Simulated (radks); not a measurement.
Task: Calculated with a radial shooting solver on a logarithmic mesh with Libxc functionals: scalar-relativistic Kohn-Sham, LB94 model potential, spin-unpolarised, spherical densities, finite nucleus; Fermi nuclear charge, rms radius of each element as measured or else 0.836 A^(1/3) + 0.57 fm. Response by self-consistent Sternheimer equations with the Hartree and adiabatic LDA kernel, the relativistic mass of each level held fixed and spin-orbit coupling left out. For heavy and open-shell atoms this level of theory can miss by tens of per cent. Rank Pr5+, Sm8+, Xe, Nd6+, La3+, Pm7+, Ba2+, Ce4+, Cs+ (NIST ground configurations) by static dipole polarisability, largest first.

Result: Xe 27.03, Cs+ 15.98, Ba2+ 10.74, La3+ 7.761, Ce4+ 5.887, Pr5+ 4.621, Nd6+ 3.655, Pm7+ 2.924, Sm8+ 2.357 bohr^3.
